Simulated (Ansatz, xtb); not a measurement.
Relative energy of two isomers of C4H7NOSi

Structure a is `Cc1ncc([SiH3])o1`, a singlet and structure b is `Cc1nc([SiH3])co1`, a singlet. Both are isolated molecules in the gas phase, relaxed with B3LYP-D3(BJ)/def2-SVP.

a (Å):

```xyz
14

C    -0.9656   -1.4509    1.3986
C    -0.3485   -0.2778    0.7280
C     0.1643    1.6253   -0.0720
C     1.1707    0.7723   -0.4414
N    -0.7857    0.9449    0.6654
O     0.8294   -0.4605    0.0823
Si    2.7468    0.9677   -1.4207
H    -0.2934   -1.8617    2.1689
H    -1.1702   -2.2551    0.6739
H    -1.9061   -1.1389    1.8682
H     0.0696    2.6871   -0.2942
H     2.8159    2.3953   -1.8382
H     2.7388    0.0878   -2.6239
H     3.9362    0.6248   -0.5902
```

b (Å):

```xyz
14

C    -0.8669   -1.2920    1.7344
C     0.0937   -0.5527    0.8758
C     1.1080    0.6964   -0.5517
C     2.0556    0.0214    0.1643
N    -0.1473    0.3024   -0.0669
O     1.4245   -0.7739    1.0727
Si    1.3036    1.9358   -1.9376
H    -0.7466   -2.3805    1.6141
H    -1.8872   -1.0077    1.4500
H    -0.7078   -1.0552    2.7986
H     0.6366    1.4475   -3.1774
H     0.7075    3.2476   -1.5578
H     2.7615    2.1156   -2.2006
H     3.1415   -0.0063    0.1547
```

Quicker runs give these differences E(b) − E(a): GFN2-xTB +0.089 eV; HF/STO-3G +0.040 eV (at GFN2-xTB geometries); r2SCAN-D4/def2-SVP +0.042 eV (at GFN2-xTB geometries).

Problem. Estimate E(b) − E(a) at the level CCSD(T)/def2-SVP + ΔMP2/def2-TZVPP.

Solution. Too close to call at this level: CCSD(T)/def2-SVP + ΔMP2/def2-TZVPP gives E(b) − E(a) = +0.032 eV.

How the difference moves with the method:

```json
{"level": "GFN2-xTB", "geometry": "GFN2-xTB", "E(b) − E(a) (eV)": "+0.089", "departure from the last row (eV)": "+0.057", "job, with rough time for the two": "optimisation, 0.15 s"}
{"level": "HF/STO-3G", "geometry": "GFN2-xTB", "E(b) − E(a) (eV)": "+0.040", "departure from the last row (eV)": "+0.008", "job, with rough time for the two": "single point, 0.56 s"}
{"level": "r2SCAN-D4/def2-SVP", "geometry": "GFN2-xTB", "E(b) − E(a) (eV)": "+0.042", "departure from the last row (eV)": "+0.010", "job, with rough time for the two": "single point, 4.1 s"}
{"level": "B3LYP-D3(BJ)/def2-SVP", "geometry": "B3LYP-D3(BJ)/def2-SVP", "E(b) − E(a) (eV)": "+0.036", "departure from the last row (eV)": "+0.003", "job, with rough time for the two": "optimisation, 59 s"}
{"level": "HF/def2-SVP", "geometry": "B3LYP-D3(BJ)/def2-SVP", "E(b) − E(a) (eV)": "+0.034", "departure from the last row (eV)": "+0.001", "job, with rough time for the two": "part of the CCSD(T) run"}
{"level": "MP2/def2-SVP", "geometry": "B3LYP-D3(BJ)/def2-SVP", "E(b) − E(a) (eV)": "+0.014", "departure from the last row (eV)": "−0.018", "job, with rough time for the two": "part of the CCSD(T) run"}
{"level": "CCSD(T)/def2-SVP", "geometry": "B3LYP-D3(BJ)/def2-SVP", "E(b) − E(a) (eV)": "+0.021", "departure from the last row (eV)": "−0.011", "job, with rough time for the two": "single point"}
{"level": "CCSD(T)/def2-SVP + ΔMP2/def2-TZVPP", "geometry": "B3LYP-D3(BJ)/def2-SVP", "E(b) − E(a) (eV)": "+0.032", "departure from the last row (eV)": "", "job, with rough time for the two": "single point, 80 s"}
```

As drawn, both hold the same kinds of bond in the same numbers.

The largest departure from CCSD(T)/def2-SVP + ΔMP2/def2-TZVPP is that of GFN2-xTB, 0.057 eV. The last row adds to CCSD(T) the change of the MP2 difference between the two basis sets, here +0.011 eV.

With thermal terms from frequencies at re-optimised GFN2-xTB minima (ideal gas, soft modes damped towards free rotors, one conformer each, 298.15 K, 1 atm): the zero-point term adds −0.006 eV; ΔH is +0.026 and ΔG +0.028 eV.

The correlated steps freeze 11 core orbitals. Run with Ansatz 0.2.0, xtb 6.7.1; the last row on 2 threads of Intel(R) Xeon(R) Platinum 8488C (Sapphire Rapids) on a shared host.
